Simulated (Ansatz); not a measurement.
The cluster TaSe₂. Charge 0, multiplicity 4. Geometry PBE-D4/def2-TZVP; atoms count from 1.

```xyz
3

Ta   -0.866    0.491   -1.070
Se   -0.212   -1.234    0.602
Se    1.078    0.742    0.468
```

In the def2 sets Ta takes a core potential; there is no spin–orbit coupling. The structure comes from a short search, and lower isomers may exist.

**Question.** Estimate the Mulliken populations from the PBE0/def2-TZVP orbitals of Ansatz.

**Answer.** 
```tsv
atom	charge (e)	spin (α − β)	d electrons
Ta1	0.46	3.24	3.41
Se2	-0.23	-0.12	–
Se3	-0.23	-0.12	–
```
Mulliken values and Mayer orders depend strongly on the basis.

**Question.** Where does the spin sit?

**Answer.** Summed by element: Ta 3.24, Se -0.24, of 3 unpaired in all. Largest on single atoms: Ta1 3.24, Se2 -0.12, Se3 -0.12.

**Question.** And the Mayer bond orders between bonded heavy atoms (over 0.3)?

**Answer.** Ta1–Se2 1.24 (2.49 Å); Ta1–Se3 1.23 (2.49 Å); Se2–Se3 1.08 (2.36 Å).
